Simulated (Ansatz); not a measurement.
`[F][Zn][GaH2]` + CH₃SH → `C[S][Zn][F]` + `[GaH3]`  (cleavage of the Zn–Ga bond)

Computed with Ansatz on PBE0-D4/def2-TZVP structures; ΔE is electronic, products minus reactants. CCSD(T)/CBS adds triple-zeta CCSD(T) − MP2 to the extrapolated MP2 energy (def2 sets, frozen cores). This one scheme is used for every species. Functionals use def2-TZVPP. HSE06 is defined as in plane-wave codes. For Ga, Zn outer-core shells are correlated without core-valence functions, which leaves a few kJ/mol of doubt a bond. Scalar relativity is left out up to krypton. Each species was taken in one conformer, which may not be the lowest.

`[F][Zn][GaH2]`:

```xyz
5

F    -1.034    1.886    2.348
Zn   -0.459    0.839    1.043
Ga    0.322   -0.589   -0.732
H     0.388   -2.149   -0.548
H     0.783    0.012   -2.111
```

CH₃SH:

Cartesian coordinates in Å:
```
C 0.292 0.298 0.259
S -0.071 -1.020 -0.921
H -0.119 1.252 -0.068
H 1.378 0.383 0.296
H -0.071 0.053 1.257
H -1.408 -0.966 -0.823
```

`C[S][Zn][F]`:

Cartesian coordinates in Å:
```
C -0.973 -0.547 0.304
S 0.804 -0.869 0.557
Zn 1.714 0.797 -0.433
F 2.477 2.151 -1.237
H -1.239 -0.546 -0.752
H -1.496 -1.371 0.790
H -1.287 0.385 0.770
```

`[GaH3]`:

Z-matrix (Å, degrees):
```
Ga
H 1 1.568
H 1 1.568 2 120.0
H 1 1.568 2 120.0 3 -179.9
```

(1) Is it downhill or uphill in electronic energy at CCSD(T)/CBS, and by how much? (Estimate.)

(2) What do these levels give: PBE-D4, revPBE, HSE06, CAM-B3LYP, HF/def2-TZVPP, CCSD/def2-TZVPP? (An estimate is asked.)

Largest T1 diagnostic among the species: 0.016.

Results:

(1) Ansatz gave: Downhill: ΔE = -14.3 kJ/mol.

(2) The calculation gave: PBE-D4 -5.9, revPBE -3.4, HSE06 -8.3, CAM-B3LYP -9.0, HF/def2-TZVPP -18.3, CCSD/def2-TZVPP -12.6 kJ/mol.

Leaving LDA and LC-ωPBE aside and taking each functional with its dispersion term where it has one, the values, not all of them listed here, spread over 14.9 kJ/mol, from B97M-V to BLYP-D4. LDA lies −4.0 kJ/mol from PBE without D4. At CCSD(T), def2-SVP lies +8.0 kJ/mol from the extrapolated value and def2-TZVPP +0.7 kJ/mol.
